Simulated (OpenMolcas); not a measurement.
Lines of Co³⁺: computed and rescaled rates

| Quantity | Value |
| --- | --- |
| Program | OpenMolcas 26.06 |
| Method | CASSCF |
| Basis | ANO-RCC-VTZP [6s5p3d2f1g] |
| Scalar Hamiltonian | DKH2, point nucleus |
| Active space | 6 electrons in 5 orbitals (3d) |
| State averaging | 2S+1 = 5 even, 5 roots; 2S+1 = 3 even, 45 roots kept (CI in the orbitals of an earlier block); 2S+1 = 1 even, 50 roots kept (CI in the orbitals of an earlier block) |
| Spin-orbit coupling | state interaction with AMFI integrals over the reference wave functions, term energies averaged over their components |

Rates come from the transition moments of the reference wave functions (E1 and E2 in the length form). At fixed line strength A goes as λ^-3 for E1 and M1 and as λ^-5 for E2, so a rate at the computed wavelength can be rescaled to the measured one. Measured vacuum wavelengths follow from level energies in Sugar and Corliss, J. Phys. Chem. Ref. Data 10, 1097 (1981). Branching counts decays inside the model space alone, at computed energies, and the table is only a selection of the E2 and M1 lines, drawn from those between levels with measured partners whose computed energy lies within a factor of 1.5 of the measured one.

| Upper | Lower | Type | λ computed (nm) | λ measured (nm) | A computed (s-1) | A rescaled (s-1) | Branching % |
| --- | --- | --- | --- | --- | --- | --- | --- |
| 3d6 1D2(2) | 3d6 1G4(1) | E2 | 152.1 | 183.4 | 5.75e+01 | 2.26e+01 | 68.2 |
| 3d6 1G4(2) | 3d6 1I6 | E2 | 248.9 | 312.8 | 8.11e+00 | 2.59e+00 | 70.7 |
| 3d6 3F2(2) | 3d6 3H4 | E2 | 229.3 | 281.9 | 7.33e+00 | 2.61e+00 | 48.7 |
| 3d6 3F4(2) | 3d6 3H6 | E2 | 226 | 276.6 | 6.93e+00 | 2.52e+00 | 43.4 |
| 3d6 3F3(2) | 3d6 3H5 | E2 | 227.4 | 278.8 | 6.88e+00 | 2.48e+00 | 45.2 |
| 3d6 3P0(2) | 3d6 3P2(1) | E2 | 241 | 282.2 | 3.93e+00 | 1.79e+00 | 51.2 |
| 3d6 1S0(1) | 3d6 3P1(1) | M1 | 559.9 | 598.3 | 3.39e+00 |  | 99.9 |
| 3d6 3P1(2) | 3d6 3P2(1) | E2 | 237.4 | 277.5 | 2.79e+00 | 1.28e+00 | 35.3 |
| 3d6 3P1(1) | 3d6 5D2 | M1 | 343.8 | 422.8 | 1.81e+00 |  | 79.1 |
| 3d6 3P2(1) | 3d6 5D3 | M1 | 362.1 | 449.6 | 1.40e+00 |  | 91.2 |
| 3d6 3F4(1) | 3d6 5D4 | M1 | 337.3 | 393.8 | 1.39e+00 |  | 83.4 |
| 3d6 1D2(1) | 3d6 3F3(1) | M1 | 467.5 | 602.2 | 7.81e-01 |  | 40.3 |
| 3d6 3F3(1) | 3d6 5D3 | M1 | 340.5 | 398.5 | 7.55e-01 |  | 65.5 |
| 3d6 3D3 | 3d6 5D4 | M1 | 234.6 | 273.6 | 6.80e-01 |  | 56.5 |
| 3d6 3F2(1) | 3d6 5D2 | M1 | 342.5 | 401.7 | 3.06e-01 |  | 56.7 |
| 3d6 1I6 | 3d6 3H6 | M1 | 757.7 | 815.4 | 2.49e-01 |  | 60.4 |
| 3d6 1I6 | 3d6 3H5 | M1 | 777.4 | 839.6 | 1.63e-01 |  | 39.5 |
| 3d6 3G3 | 3d6 3H4 | M1 | 1395 | 1787 | 1.22e-01 |  | 44.0 |
| 3d6 3G5 | 3d6 3H6 | M1 | 1458 | 1872 | 1.17e-01 |  | 48.9 |
| 3d6 3G4 | 3d6 3H4 | M1 | 1448 | 1880 | 8.09e-02 |  | 35.4 |
| 3d6 5D3 | 3d6 5D4 | M1 | 15290 | 15650 | 9.74e-03 | 9.08e-03 | 100.0 |
| 3d6 5D2 | 3d6 5D3 | M1 | 21830 | 22800 | 6.24e-03 | 5.48e-03 | 100.0 |
| 3d6 3H4 | 3d6 5D4 | M1 | 377.6 | 412 | 4.69e-03 |  | 79.2 |
| 3d6 3H5 | 3d6 3H6 | M1 | 29860 | 28380 | 9.86e-04 | 1.15e-03 | 96.3 |
| 3d6 3H6 | 3d6 5D4 | E2 | 386 | 422.3 | 1.57e-05 |  | 100.0 |

Spin-changing lines and M1 lines between different terms are not rescaled, since their strength hangs on the term gaps too.

The largest correction is for 3d6 1G4(2) → 3d6 1I6 (E2): 8.11e+00 × (248.9 / 312.8)^5 = 2.59e+00 s-1, a factor of 0.32.

The computed order of these levels differs from the measured one in 4 places, and where term gaps are wrong the rates of spin-changing lines can be off by large factors.

These are rates of the free ion; in crystals, glasses and complexes forced electric-dipole and non-radiative decay shorten such lifetimes by orders of magnitude. No measured rate stands beside these. Rescaling mends the energy factor alone: line strengths can still be far off where a level mixes with configurations outside the active space, and weak or spin-changing lines hang on small mixing coefficients that depend on the term gaps too, so rescaling need not improve them.

Without dynamic correlation excited terms often stand tens of per cent too high (terms of higher spin than the ground term too low), and those without a measured partner can miss by more than the paired ones. Terms from blocks run as CI alone lack orbitals of their own. Computed and measured levels are paired by configuration, term and J; levels that our copy of the source lacks, or whose pairing is in doubt (as where it misses far off the trend of its configuration), stay unpaired. Levels of configurations outside the active space are missing.

A number in round brackets counts repeated terms of one configuration in the order of the reference energies.
